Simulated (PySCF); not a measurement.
Species: B3H6N3.
Bonds: B1–N2, N2–B3, B3–N4, N4–B5, B5–N6, B1–N6. Hydrogens: H7 on B1; H8 on N2; H9 on B3; H10 on N4; H11 on B5; H12 on N6.

A GFN2-xTB structure was refined with B3LYP/6-31G* geometry optimisation, gas phase in PySCF 2.14.0. Its GFN2-xTB values:

| coordinate | GFN2-xTB |
| --- | --- |
| B1–N2 | 1.417 Å |
| B1–H7 | 1.175 Å |
| N2–H8 | 1.009 Å |
| B1–N2–B3 | 123.1° |
| N2–B1–N6 | 116.9° |

How do these coordinates change at the B3LYP/6-31G* level?

| coordinate | B3LYP/6-31G* (Å or °) | change |
| --- | --- | --- |
| B1–H7 | 1.197 | +0.022 |
| B1–N2 | 1.431 | +0.014 |
| N2–H8 | 1.011 | +0.002 |
| B1–N2–B3 | 122.8 | -0.3 |
| N2–B1–N6 | 117.1 | +0.2 |

The energy falls by 1.1 kcal/mol over 5 energy and gradient evaluations, the largest force component goes from 0.0106 to 1.9e-05 Eh/bohr, and the atoms move by 0.022 Å rms after alignment. Among the bonds, B1–H7, B3–H9 and B5–H11 change most and about equally (+0.021 to +0.022 Å). Bonds longer at the end by more than 0.005 Å: 9 of 12; shorter: 0. Rotational constants go from 5373, 5372, 2686 to 5263, 5260, 2631 MHz.

The run used 96 basis functions and 26 SCF cycles in all.

No B3LYP/6-31G* frequencies stand behind this structure, so it isn't proved a minimum.
